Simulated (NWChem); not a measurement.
System: NbNHClF₂; SMILES [Cl][Nb]([F])(=[NH])[F]

```xyz
6

Nb    -0.0208     0.2228     0.0000
N     -1.6626     0.7524     0.0000
H     -2.6280     1.0693     0.0000
F      0.7770     0.8973     1.5412
F      0.7770     0.8973    -1.5412
Cl    -0.0492    -2.0804     0.0000
```
Atoms are numbered in this order, from 1.

Level: PBE0/def2-SVP with def2 effective core potentials on Nb (NWChem), optimised geometry, unscaled harmonic frequencies. def2 effective core potentials on Nb; no spin-orbit coupling.

| frequency (cm⁻¹) | IR intensity (km/mol) |
|---|---|
| 129 | 3.7 |
| 156 | 6.1 |
| 179 | 7.8 |
| 236 | 3.8 |
| 258 | 0.5 |
| 424 | 54.4 |
| 553 | 154.4 |
| 597 | 176.2 |
| 705 | 134.7 |
| 726 | 172.9 |
| 1062 | 128.6 |
| 3665 | 240.2 |

The zero-point energy is 12.4 kcal/mol and the thermal correction to the enthalpy at 298.15 K (with zero-point energy) is 17.1 kcal/mol. The heat capacity Cv is 20.7 cal/(mol K) and the entropy at 298.15 K and 1 atm (symmetry number 1) comes out as 83.2 cal/(mol K).

Rigid rotor and harmonic oscillator.
